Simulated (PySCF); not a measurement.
A TDDFT job was run through a driver script with this input:

```
{"job": {"kind": "uv", "xc": "PBE0", "basis": "def2-SVPD", "ip": true, "nstates": 10}, "charge": 0, "multiplicity": 1}
Zr    -1.035772    -0.050676    -0.992266
P     -0.762478    -0.435261     1.805999
H     -1.499468     0.411039     2.671219
H      0.512895    -0.282174     2.411482
H     -1.100158    -1.694258     2.362179
Cl    -0.710211     0.354893    -3.290875
P      1.756767     0.460249    -0.855619
H      2.421944     0.399263     0.397839
H      2.224398     1.732366    -1.269461
H      2.641144    -0.366410    -1.592673
Cl    -3.310051    -0.506542    -0.573120
Cl    -0.966560     2.206801    -0.160527
Cl    -0.141818    -2.281392    -0.891987
```

Output:

```
coarse grid: 61128 points
cycle   1  E = -2571.6337407846  dE = -4.944e+00  |g| = 2.119e+00  |ddm| = 5.969e+00
cycle   2  E = -2570.6291617612  dE =  1.005e+00  |g| = 2.549e+00  |ddm| = 5.539e+00
cycle   3  E = -2572.8095149986  dE = -2.180e+00  |g| = 3.213e-01  |ddm| = 3.553e+00
cycle   4  E = -2572.8327281995  dE = -2.321e-02  |g| = 1.661e-01  |ddm| = 9.641e-01
cycle   5  E = -2572.8406993500  dE = -7.971e-03  |g| = 4.880e-02  |ddm| = 3.785e-01
cycle   6  E = -2572.8413554451  dE = -6.561e-04  |g| = 9.419e-03  |ddm| = 7.817e-02
cycle   7  E = -2572.8413796137  dE = -2.417e-05  |g| = 2.556e-03  |ddm| = 1.587e-02
cycle   8  E = -2572.8413817040  dE = -2.090e-06  |g| = 7.861e-04  |ddm| = 5.108e-03
final grid: 117472 points
cycle   9  E = -2572.8411312905  dE =  3.500e-08  |g| = 1.102e-03  |ddm| = 6.603e-03
cycle  10  E = -2572.8411303890  dE =  9.014e-07  |g| = 2.045e-03  |ddm| = 4.300e-03
cycle  11  E = -2572.8411316342  dE = -1.245e-06  |g| = 3.232e-04  |ddm| = 2.812e-03
cycle  12  E = -2572.8411316652  dE = -3.103e-08  |g| = 2.075e-05  |ddm| = 4.418e-04
cycle  13  E = -2572.8411316653  dE = -1.219e-10  |g| = 7.412e-06  |ddm| = 4.931e-05
converged SCF energy = -2572.8411316653

Static polarisability (au): isotropic 159.097, principal 150.992 157.208 169.090

Singlet excitations
state   eV       nm        f      main configurations
  1   4.5995    269.6   0.03075   H->L 0.96
  2   4.6038    269.3   0.00024   H-1->L 0.96
  3   4.8244    257.0   0.00001   H-1->L+1 0.90, H-2->L 0.08
  4   4.8639    254.9   0.00001   H-2->L 0.91, H-1->L+1 0.08
  5   4.9325    251.4   0.00645   H->L+1 0.74, H-1->L+2 0.14, H-3->L 0.11
  6   4.9618    249.9   0.00247   H-3->L 0.86
  7   5.0907    243.6   0.00001   H->L+2 0.98
  8   5.2007    238.4   0.00277   H-3->L+1 0.50, H-4->L 0.47
  9   5.3046    233.7   0.03404   H-1->L+2 0.51, H-4->L+1 0.37, H->L+1 0.08
 10   5.3793    230.5   0.00773   H-2->L+2 0.51, H-3->L+1 0.31, H-4->L 0.15

Triplet excitations (Tamm-Dancoff, eV): 4.3367 4.3637 4.6682 4.7001
Vertical ionisation energy (delta-SCF) = 9.8838 eV
Vertical electron affinity (delta-SCF) = 1.1419 eV
```

Computed with PySCF 2.14.0, density-fitted response routines, TDDFT PBE0/def2-SVPD, vertical, gas phase, core orbitals frozen in the response, def2 core potentials past Kr. Isolated species at its PBE0-D3(BJ)/def2-SVP geometry, gas phase. Atoms past krypton carry effective core potentials; spin–orbit coupling is left out.

Task: Which orbital energies lie behind H and L?

Result: HOMO -8.36 eV and LUMO -2.53 eV, a gap of 5.83 eV; state 1 differs from that by -1.23 eV.

Task: What is the total energy of state 10 at this geometry?

Result: -2572.84113 + 0.19769 = -2572.64344 hartree.

Task: What is the polarisability anisotropy, √(½[(α1 − α2)² + (α2 − α3)² + (α3 − α1)²])?

Result: 15.93 au.

Task: Give the energy of state 10 in hartree, cm⁻¹ and kJ/mol.

Result: 0.19769 hartree, 43387 cm⁻¹, 519.0 kJ/mol.

Task: What share of the summed oscillator strength falls to the strongest level in this window?

Result: State 9 at 234 nm: 0.0340 of 0.0845, or 40%.

Task: Which species is it?

Result: cis-Zr(PH3)2Cl4, `[PH3]->[Zr](<-[PH3])([Cl])([Cl])([Cl])[Cl]` (Cl4H6P2Zr).

The SCF starts on a coarse grid; the energy jumps when the final grid takes over, and dE counts afresh there. H and L stand for HOMO and LUMO.
